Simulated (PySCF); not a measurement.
Geometries of 3 isomers of C4H8OSi2, from PySCF, PBE0-D3(BJ)/def2-SVP geometry optimisation, gas phase. One conformer each, no zero-point energy, no frequencies.

Task: Which is lowest in electronic energy at this level?
A.
```xyz
15
angstrom
Si     3.144    0.531   -0.400
Si     1.478   -0.565    0.835
C     -0.204    0.069    0.329
C     -1.199    0.721    1.014
C     -2.236    0.997    0.074
C     -1.798    0.495   -1.116
O     -0.582   -0.060   -0.975
H      2.972    0.243   -1.857
H      4.505    0.076    0.022
H      3.040    2.008   -0.186
H      1.580   -2.042    0.623
H      1.624   -0.274    2.294
H     -1.186    0.970    2.073
H     -3.183    1.501    0.257
H     -2.230    0.461   -2.113
```
B.
```xyz
15
angstrom
O     -2.439    1.501   -0.262
Si    -1.377    0.299   -0.733
C     -1.137   -0.966    0.626
C      0.046   -1.323    1.163
Si     1.705   -0.626    0.643
C      1.473    0.669   -0.691
C      0.283    1.015   -1.220
H     -2.161    2.033    0.490
H     -2.048   -0.318   -1.910
H     -2.047   -1.446    1.018
H      0.050   -2.079    1.963
H      2.592   -1.724    0.143
H      2.398   -0.022    1.826
H      2.377    1.173   -1.064
H      0.273    1.792   -2.001
```
C.
```xyz
15
angstrom
C      0.585    1.305    3.330
C      0.553    0.575    2.356
Si     0.434   -0.545    0.910
C     -1.183   -0.304   -0.046
C     -0.855   -0.461   -1.548
Si     0.913    0.180   -1.794
O      1.550   -0.125   -0.267
H      0.622    1.957    4.185
H      0.683   -1.938    1.376
H     -1.530    0.721    0.168
H     -1.987   -0.982    0.283
H     -1.598    0.040   -2.190
H     -0.863   -1.528   -1.832
H      1.681   -0.564   -2.834
H      0.973    1.642   -2.097
```

Result: C. That is `[SiH2]1O[Si@@H](C#C)CC1`, 8.2 kcal/mol below the next.

```csv
SMILES,atoms numbered as above,E (Eh),relative (kcal/mol),relative (kJ/mol),dipole (D)
C#C[Si@H]1CC[SiH2]O1,[CH:1]#[C:2][Si@H:3]1[CH2:4][CH2:5][SiH2:6][O:7]1,-810.61699,0.0,0.0,1.85
O[SiH]1C=C[SiH2]C=C1,[OH:1][SiH:2]1[CH:3]=[CH:4][SiH2:5][CH:6]=[CH:7]1,-810.60400,8.2,34.1,1.43
[SiH3][SiH2]c1ccco1,[SiH3:1][SiH2:2][c:3]1[cH:4][cH:5][cH:6][o:7]1,-810.56583,32.1,134.3,1.08
```

As drawn, the lowest has a C≡C bond and an Si–O bond, which the highest lacks; the highest has an aromatic ring and an Si–Si bond, which the lowest lacks.
